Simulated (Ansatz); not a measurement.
CH2SeZn, relaxed with RKS PBE0-D4/def2-TZVP in Ansatz from a PBE-D4/def2-SVP geometry. The force threshold is 0.005 eV/Å; the program also tests the step.

Total charge 0; spin multiplicity 1. The bonds changed during the relaxation, so this is another structure than the one it started from.

Start:

```xyz
5

C    -0.262   -0.232    0.022
Zn    1.216    1.538   -0.565
Se    0.217   -1.249    1.427
H    -1.045    0.545    0.130
H    -0.126   -0.602   -1.014
```

```
step   energy (eV)  largest force (eV/Å)  largest move (Å)
   1  -114822.3142                 0.608             0.000
   2  -114822.3325                 0.285             0.066
   3  -114822.3536                 0.419             0.127
   4  -114822.3681                 0.496             0.072
   5  -114822.3877                 0.286             0.196
   6  -114822.3962                 0.110             0.115
   7  -114822.3975                 0.059             0.029
   8  -114822.3979                 0.061             0.036
   9  -114822.3979                 0.069             0.043
  10  -114822.3981                 0.004             0.016
```

End:

```xyz
5

C    -0.420   -0.408    0.071
Zn    1.546    1.987   -0.750
Se    0.099   -1.358    1.441
H    -1.068    0.458    0.186
H    -0.157   -0.679   -0.948
```

Run time 40 s (2 threads of an Arm Neoverse V2 on a shared host); peak host memory 0.37 GiB.
